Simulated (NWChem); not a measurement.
Species: SiH$_{2}$O$_{2}$, singlet; SMILES O[Si]O

```xyz
5

Si     0.6319     0.0252     0.0000
O     -0.4246     1.3067     0.0000
H     -1.3649     1.0793     0.0000
O     -0.4944    -1.2215     0.0000
H     -0.1302    -2.1134     0.0000
```
Atoms are numbered in this order, from 1.

Results from NWChem. Low-valent species are run as closed-shell singlets; no triplet was tried in these runs. Structure relaxed at the PBE0/def2-SVP level. Ions are spin-unrestricted doublets at the neutral geometry; other ion states weren't tried.

Problem. Estimate the computed values for B3LYP/def2-SVP. Quantities: vertical ionisation energy, ΔSCF (eV); −ε(HOMO) (eV).

Solution. The vertical ionisation energy, ΔSCF (eV) is 9.59. The −ε(HOMO) (eV) comes out as 6.81.
